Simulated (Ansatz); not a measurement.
H12N4Zn, SMILES [NH3]->[Zn+2](<-[NH3])(<-[NH3])<-[NH3], charge +2.

Geometry: ωB97X-D3(BJ)/def2-SVP. The isomer is the one that the SMILES or the coordinates give; other isomers of the formula were not compared.

Two levels are set side by side: PBE/def2-SVPD (Ansatz, an electronic-structure program) and CAM-B3LYP/def2-SVPD (Ansatz). Energy differences of separate SCF runs at the same geometry; the states with an electron removed or added have multiplicity 2 and 2. Differences are taken from unrounded values.

| quantity | CAM-B3LYP | PBE | PBE minus CAM-B3LYP |
|---|---|---|---|
| vertical ionisation energy (eV) | 20.84 | 19.85 | -0.99 |
| vertical electron affinity (eV) | 7.11 | 7.48 | 0.37 |
| vertical singlet–triplet gap (eV) | 8.68 | 7.42 | -1.26 |
